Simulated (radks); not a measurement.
Spherical quantum dot in the effective-mass picture: electrons in a parabolic well V = omega^2 r^2 / 2 with omega = 1.09, all in effective atomic units (hartree* = m*/eps^2 hartree, bohr* = eps/m* bohr), one dielectric constant everywhere. Calculated with a radial shooting solver with Libxc functionals: non-relativistic Kohn-Sham, PBE, spin-polarised, spherical densities. Levels are named by radial order and angular momentum (1s, 1p, 1d, 2s, ...), and open shells are averaged over m.

N = 2, configuration 1s2. This is the lowest configuration that the search found. Occupied and some empty levels:

level  occupation  eigenvalue (hartree*)  <r> (bohr*)
1s              2                 2.6897        1.153
1p              0                 3.6533        1.502
1d              0                 4.6595        1.783
2s              0                 4.7280        1.663

Energy (hartree*): total 4.05264, kinetic 1.4489, external 1.8482, Hartree 1.5595, exchange-correlation -0.80388.

Electron density:

r (bohr*)  n(r) (e/bohr*^3)
0.0499               0.3140
0.238                0.3002
0.426                0.2703
0.614                0.2287
0.802                0.1811
0.990                0.1336
1.18                0.09158
1.37                0.05806
1.55                0.03404
1.74                0.01849
1.93               0.009319
2.12               0.004354
2.31               0.001882
2.49              0.0007517
